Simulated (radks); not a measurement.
Ionisation of the manganese ion Mn+, [Ar] 3d5 4s1, to [Ar] 3d5 as the strength of local exchange is varied. Calculated with a radial shooting solver on a logarithmic mesh with Libxc functionals: Dirac Kohn-Sham, Slater X-alpha exchange (alpha = 2/3 is LDA exchange), no correlation, spin-unpolarised, spherical densities, point nucleus; open shells fill j = l - 1/2 first.

| alpha | E(Mn+) (hartree) | exchange (hartree) | IE (eV) | -e of the level emptied (eV) | <r> of it (bohr) |
|---|---|---|---|---|---|
| 0.578 | -1147.50303 | -40.93240 | 14.277 | 10.567 (4s1/2) | 2.881 |
| 0.636 | -1151.61766 | -45.19824 | 14.651 | 10.938 (4s1/2) | 2.847 |
| 0.662 | -1153.46683 | -47.11978 | 14.820 | 11.107 (4s1/2) | 2.831 |
| 0.667 | -1153.82278 | -47.48996 | 14.852 | 11.140 (4s1/2) | 2.828 |
| 0.748 | -1159.60397 | -53.51633 | 15.385 | 11.674 (4s1/2) | 2.782 |
| 0.8 | -1163.33012 | -57.41424 | 15.731 | 12.024 (4s1/2) | 2.753 |
| 1.038 | -1180.53123 | -75.54334 | 17.357 | 13.691 (4s1/2) | 2.626 |

NIST Atomic Spectra Database: 15.640 eV (measured). The Delta-SCF value meets it near alpha = 0.79. Spin polarisation and multiplet splitting are left out, so open shells lie too high by an amount that depends on their filling.

Beside tabulated values, note that spin-unpolarised runs miss the spin-polarisation part of the exchange energy of open shells.
